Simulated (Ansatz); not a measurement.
Ansatz (a quantum-chemistry and plane-wave program) input:
A basis named .json is the Basis Set Exchange file of that set.

Ansatz 0.2 input:
```yaml
crystal:
  periodic: [false, false, false]
  atoms:
    - {symbol: Si, position_ang: [-0.11664227, 0.17017934, -0.62910412]}
    - {symbol: C, position_ang: [1.29929352, -1.06519131, -0.07432636]}
    - {symbol: C, position_ang: [-1.47990699, -0.54861409, 0.58070516]}
    - {symbol: F, position_ang: [0.36030088, 1.48467354, 0.35784514]}
    - {symbol: H, position_ang: [1.06993361, -2.08215133, -0.41882258]}
    - {symbol: H, position_ang: [2.26705547, -0.78805029, -0.50729191]}
    - {symbol: H, position_ang: [1.41140663, -1.09215294, 1.01926063]}
    - {symbol: H, position_ang: [-2.38040697, 0.07578564, 0.58807144]}
    - {symbol: H, position_ang: [-1.78423190, -1.55164017, 0.25387748]}
    - {symbol: H, position_ang: [-1.10979216, -0.62353117, 1.61348356]}
basis:
  gaussian:
    orbitals: aug-cc-pV_D+d_Z.json
total_charge: -1
magnetization: {spin_polarized: false}
correlation: {method: ccsd_t, electrons: outside_noble_gas}
output: {forces: true}
```

### Question
What final total energy does it print?

### Answer
-468.36928 Eh (CCSD(T)/aug-cc-pV(D+d)Z). The basis has 155 functions. The run takes around 8 core-minutes (rough).

It need not be the lowest isomer of its formula. Whether it binds its extra electron was not tested at this geometry.
